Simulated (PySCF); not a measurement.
**Te²⁺ (tellurium, charge +2) across methods**

[Kr] 4d10 5s2 5p1 5d1, one real determinant (an excited configuration). All numbers are calculated (PySCF 2.14, the spin-free X2C one-electron Hamiltonian (Gaussian nucleus), in x2c-TZVPPall with one added diffuse shell each of s, p, d, f type (9s7p5d3f, 76 functions)).

```tsv
method	E (hartree)	mean ε 5s β (eV)	mean ε 5p α (eV)	mean ε 5d α (eV)	Σ⟨r²⟩ (bohr²)	⟨S²⟩
LDA	-6785.86	-34.459	-24.743	-12.413	46.47	2.000
UHF	-6789.41025	-37.201	-29.087	-13.786	48.90	2.005
HSE06	-6791.79	-34.753	-25.463	-12.634	46.94	2.001
LC-wPBE	-6791.72	-37.897	-28.748	-14.679	46.71	2.002
PBE	-6791.79	-33.963	-24.618	-12.551	46.63	2.001
wB97M-V	-6791.76	-37.488	-28.105	-14.419	47.22	2.001
PBE0	-6791.87	-35.053	-25.904	-13.011	46.89	2.001
r2SCAN	-6792.22	-34.081	-24.966	-12.511	46.59	2.002
```

Task: Estimate the same row for TPSSh.

Result: E (hartree) = -6791.94; mean ε 5s β (eV) = -34.226; mean ε 5p α (eV) = -25.203; mean ε 5d α (eV) = -12.689; Σ⟨r²⟩ (bohr²) = 46.70; ⟨S²⟩ = 2.001.

⟨L²⟩ = 8.00 against 12 for a pure F term, so this real determinant mixes terms. The outer electron is Rydberg-like, and this basis confines it to a smaller radius and binds it less than a complete one would.
